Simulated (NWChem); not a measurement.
The numbers come from NWChem runs, not from measurements. System: O2Zr, charge 0, spin multiplicity 1, at a geometry optimised with B3LYP/def2-SVP with def2 effective core potentials on Zr. The structure started from a generated list of species. Level: EOM-CCSD/def2-SVPD with def2 effective core potentials on Zr, 2 core orbitals frozen.

Input file:

```
start mol
memory heap 100 mb stack 700 mb global 1900 mb
geometry units angstroms nocenter noautoz
  Zr     0.000000     0.000000     0.296726
  O     -1.439306     0.000000    -0.741816
  O      1.439306     0.000000    -0.741816
  symmetry group C2v
end
basis spherical
  * library def2-svpd
end
ecp
  Zr library def2-ecp
end
scf
  rhf
  nopen 0
  maxiter 100
  thresh 1e-7
  semidirect memsize 60000000 filesize 0
end
tce
  freeze core 2
  ccsd
  nroots 1
  2eorb
  2emet 13
  thresh 1e-5
  maxiter 200
  tilesize 24
end
task tce energy
```

Part of the output:

```
             Northwest Computational Chemistry Package (NWChem) 7.3.0
             --------------------------------------------------------

                                NWChem Input Module
                                -------------------

 Scaling coordinates for geometry "geometry" by  1.889725989
 (inverse scale =  0.529177249)

 Turning off AUTOSYM since
 SYMMETRY directive was detected!

                             Geometry "geometry" -> ""
                             -------------------------

 Output coordinates in angstroms (scale by  1.889725989 to convert to a.u.)

  No.       Tag          Charge          X              Y              Z
 ---- ---------------- ---------- -------------- -------------- --------------
    1 Zr                  40.0000     0.00000000     0.00000000     0.29672600
    2 O                    8.0000    -1.43930600     0.00000000    -0.74181600
    3 O                    8.0000     1.43930600     0.00000000    -0.74181600

 Effective nuclear repulsion energy (a.u.)     202.5808433647

            Nuclear Dipole moment (a.u.)
            ----------------------------
        X                 Y               Z
 ---------------- ---------------- ----------------
     0.0000000000     0.0000000000    -0.0000302356

      Symmetry information
      --------------------

 Group name             C2v
 Group number             16
 Group order               4
 No. of unique centers     2

      Symmetry unique atoms

     1    2


 Summary of "ao basis" -> "" (spherical)
 ------------------------------------------------------------------------------
       Tag                 Description            Shells   Functions and Types
 ---------------- ------------------------------  ------  ---------------------
 *                         def2-svpd                  on all atoms

 Summary of "ao basis" -> "ao basis" (spherical)
 ------------------------------------------------------------------------------
       Tag                 Description            Shells   Functions and Types
 ---------------- ------------------------------  ------  ---------------------
[...]
 largest EOMCCSD amplitudes: R1 and R2

 Singles contributions
    15a1  (alpha) ---    14b1  (alpha)       -0.7980708633
    17a1  (alpha) ---    14b1  (alpha)        0.3848113945
    19a1  (alpha) ---    14b1  (alpha)       -0.1264516958
    21a1  (alpha) ---    14b1  (alpha)        0.1048299140

 Doubles contributions

 =========================================
 Excited-state calculation ( b2  symmetry)
 =========================================
 Dim. of EOMCC iter. space      500

 EOMCCSD SOLVER TYPE  1
  maxdiff =   0.36967652958703479

 No. of initial right vectors    1

 EOM-CCSD right-hand side iterations
 --------------------------------------------------------------
      Residuum       Omega / hartree  Omega / eV    Cpu    Wall
 --------------------------------------------------------------

 Iteration   1 using    1 trial vectors
   0.6470655554436   0.3062470966337    8.33341     0.7     0.7

 Iteration   2 using    2 trial vectors
   0.1436491439778   0.1454665723973    3.95835     0.5     0.5

 Iteration   3 using    3 trial vectors
   0.0819779963324   0.1326486053102    3.60955     0.5     0.5

 Iteration   4 using    4 trial vectors
   0.0601509584231   0.1268758521601    3.45247     0.5     0.5

 Iteration   5 using    5 trial vectors
   0.0317962492810   0.1226159348343    3.33655     0.5     0.5

 Iteration   6 using    6 trial vectors
   0.0296636887413   0.1207770669637    3.28651     0.5     0.5

 Iteration   7 using    7 trial vectors
   0.0224554412989   0.1196701528596    3.25639     0.5     0.5

 Iteration   8 using    8 trial vectors
   0.0117847122080   0.1198635203242    3.26165     0.5     0.5

 Iteration   9 using    9 trial vectors
   0.0053836279937   0.1196729182429    3.25647     0.5     0.5

 Iteration  10 using   10 trial vectors
   0.0032010656957   0.1196962905670    3.25710     0.5     0.5

 Iteration  11 using   11 trial vectors
   0.0012975211790   0.1196802433423    3.25667     0.5     0.5

 Iteration  12 using   12 trial vectors
   0.0004465083411   0.1196660934292    3.25628     0.5     0.5

 Iteration  13 using   13 trial vectors
   0.0002073349573   0.1196676331634    3.25632     0.5     0.5

 Iteration  14 using   14 trial vectors
   0.0001421214644   0.1196601806930    3.25612     0.5     0.5

 Iteration  15 using   15 trial vectors
   0.0001331976024   0.1196654939926    3.25627     0.5     0.5

 Iteration  16 using   16 trial vectors
   0.0000894137790   0.1196640172792    3.25622     0.5     0.5

 Iteration  17 using   17 trial vectors
   0.0000769354270   0.1196652166405    3.25626     0.6     0.6

 Iteration  18 using   18 trial vectors
   0.0000564634996   0.1196644315664    3.25624     0.5     0.5

 Iteration  19 using   19 trial vectors
   0.0000439773423   0.1196637191059    3.25622     0.5     0.5

 Iteration  20 using   20 trial vectors
   0.0000294380016   0.1196645087236    3.25624     0.5     0.5

 Iteration  21 using   21 trial vectors
   0.0000181332811   0.1196642353823    3.25623     0.5     0.5

 Iteration  22 using   22 trial vectors
   0.0000125129542   0.1196644889879    3.25624     0.6     0.6

 Iteration  23 using   23 trial vectors
   0.0000077992388   0.1196643006235    3.25623     0.5     0.5
 --------------------------------------------------------------
 Iterations converged
 ------------------

 Excited state root  1
 Excitation energy / hartree =        0.119664300623547
                   / eV      =        3.256232683296813
 largest EOMCCSD amplitudes: R1 and R2

 Singles contributions
    15a1  (alpha) ---    12b2  (alpha)       -0.7934248128
    17a1  (alpha) ---    12b2  (alpha)        0.4027811308
    19a1  (alpha) ---    12b2  (alpha)       -0.1284221968
    21a1  (alpha) ---    12b2  (alpha)        0.1209854919

 Doubles contributions

 Task  times  cpu:       64.6s     wall:       64.6s

 Total times  cpu:       64.6s     wall:       64.6s
```
